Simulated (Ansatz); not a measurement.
Molecule: C6H14S (charge 0, singlet). 
Structure (B3LYP-D3(BJ)/def2-TZVP (Ansatz, a quantum-chemistry and plane-wave program) minimum search):
```xyz
21

C     -4.0240     0.6980    -0.4231
C     -2.6320     0.9168     0.1623
C     -1.6161    -0.1222    -0.3064
C     -0.2219     0.0896     0.2813
C      0.7784    -0.9545    -0.1996
S      2.4513    -0.8050     0.5000
C      3.0148     0.7162    -0.3087
H     -4.7289     1.4538    -0.0722
H     -4.0029     0.7437    -1.5147
H     -4.4186    -0.2814    -0.1420
H     -2.2738     1.9159    -0.1064
H     -2.6863     0.8977     1.2555
H     -1.5582    -0.1021    -1.4005
H     -1.9742    -1.1231    -0.0401
H      0.1313     1.0895     0.0140
H     -0.2688     0.0603     1.3732
H      0.8565    -0.9459    -1.2900
H      0.4490    -1.9549     0.0890
H      4.0565     0.8562    -0.0235
H      2.4446     1.5852     0.0166
H      2.9575     0.6218    -1.3938
```

Dipole moments at this geometry, in debye (magnitudes).

```tsv
level	program	dipole (D)
SVWN5/def2-TZVPD	Ansatz	1.77
PBE/def2-TZVPD	Ansatz	1.74
PBE0/def2-TZVPD	Ansatz	…
LC-wPBE/def2-TZVPD	Ansatz	1.82
wB97X-V/def2-TZVPD	Ansatz	1.80
CCSD(T)/aug-cc-pV(D+d)Z	Ansatz	…
```

Task: Some entries are withheld; supply them.

Result: 
- PBE0/def2-TZVPD, dipole (D): 1.79
- CCSD(T)/aug-cc-pV(D+d)Z, dipole (D): 1.74
